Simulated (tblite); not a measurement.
`Cc1cc(F)c(C2CC2)nn1`. The geometry is computed with GFN2-xTB (gas phase).

```
atom  x, y, z in Å
C1     3.5358   -0.1224   -0.6920
C2     2.0804   -0.1732   -0.3663
C3     1.5427   -1.1993    0.4257
C4     0.1906   -1.1498    0.6534
F5    -0.4049   -2.0952    1.4076
C6    -0.5686   -0.1076    0.0934
C7    -2.0215   -0.0097    0.2825
C8    -2.6549    1.3590    0.3339
C9    -2.8585    0.5040   -0.8646
N10    0.0394    0.8154   -0.6376
N11    1.3160    0.7854   -0.8571
H12    3.8174   -0.9930   -1.2828
H13    3.7466    0.7782   -1.2608
H14    4.1294   -0.1256    0.2206
H15    2.1547   -1.9872    0.8367
H16   -2.4424   -0.7863    0.9082
H17   -3.4743    1.5040    1.0212
H18   -1.9864    2.2001    0.2397
H19   -3.8208    0.0432   -1.0264
H20   -2.3259    0.7706   -1.7637
```

Q: Where is the centre of mass (commonest isotopes), and what is the radius of gyration?

A: Mass 152.075 u; centre at (0.013, -0.176, 0.014) Å; Rg = √(Σ m r²/M) = 2.359 Å. As Ia + Ib + Ic = 2 Σ m r², the three principal moments sum to 1692.6 u·Å².

Q: What is the longest distance between nuclei?

A: H14···H19 and H12···H17, 8.049 Å down to 8.044 Å.

Q: Work out the bond lengths C1–C2, C1–H12, C3–C4, C7–C9, C8–H18 in Å.

A: For C1–C2 the difference vector is (-1.4554, -0.0508, 0.3257) Å, of length 1.4923 Å. C1–C2 1.492; C1–H12 1.089; C3–C4 1.372; C7–C9 1.510; C8–H18 1.079 Å.

Q: Give the dihedral angles C7–C8–C9–H20, H12–C1–C2–C3, H16–C7–C9–H19, C1–C2–C3–H15, H17–C8–C9–H19.

A: C7–C8–C9–H20 -106° (anticlinal); H12–C1–C2–C3 63° (synclinal); H16–C7–C9–H19 -2° (synperiplanar); C1–C2–C3–H15 0° (synperiplanar); H17–C8–C9–H19 0° (synperiplanar). Dihedral signs follow IUPAC: positive where, seen along the central bond, the front bond turns clockwise onto the rear one.

Q: What is the repulsion energy of the bare nuclei, Σ ZA·ZB/RAB?

A: 593.38 Eh over 190 pairs, with full nuclear charges and distances in bohr; the largest single term is 21.20 Eh (C4 with F5).

Q: What are the angles C1–C2–N11, C7–C6–N10, C6–C7–C8, C7–C9–H19?

A: From the scalar product of the two bond vectors; for C1–C2–N11 it is -0.9040 Å² over 1.4923 × 1.3206 Å², cos θ = -0.4587. C1–C2–N11 117.3°; C7–C6–N10 118.6°; C6–C7–C8 118.7°; C7–C9–H19 117.6°.

Q: How far are the heavy atoms from their best plane (unweighted least squares)?

A: 0.317 Å rms; C1 0.02, C2 0.00, C3 0.01, C4 0.01, F5 0.01, C6 0.02, C7 0.01, C8 0.72, C9 0.77, N10 0.02, N11 0.02 Å (magnitudes).

Q: How far apart are these pairs, which share no bond: C1···C3, C3···H12, C6···H17, C8···H16, H13···H20?

A: C1···C3 2.526 Å (2 bonds apart); C3···H12 2.852 Å (3 bonds apart); C6···H17 3.450 Å (3 bonds apart); C8···H16 2.231 Å (2 bonds apart); H13···H20 6.093 Å (8 bonds apart).

Q: Write the matrix of distances between heavy atoms (Å, lower triangle).

A: 
```
C1    0.000
C2    1.492  0.000
C3    2.526  1.403  0.000
C4    3.749  2.359  1.372  0.000
F5    4.882  3.608  2.358  1.348  0.000
C6    4.179  2.689  2.400  1.406  2.388  0.000
C7    5.643  4.156  3.760  2.516  2.869  1.468  0.000
C8    6.448  5.026  4.917  3.807  4.260  2.562  1.509  0.000
C9    6.427  5.010  4.893  3.786  4.235  2.556  1.510  1.486  0.000
N10   3.620  2.284  2.729  2.356  3.585  1.325  2.403  2.915  2.923  0.000
N11   2.404  1.321  2.374  2.701  4.048  2.292  3.615  4.185  4.184  1.296  0.000
```

Its GFN2-xTB frequencies are all real (lowest 53 cm⁻¹). The numbers are those of one conformer.
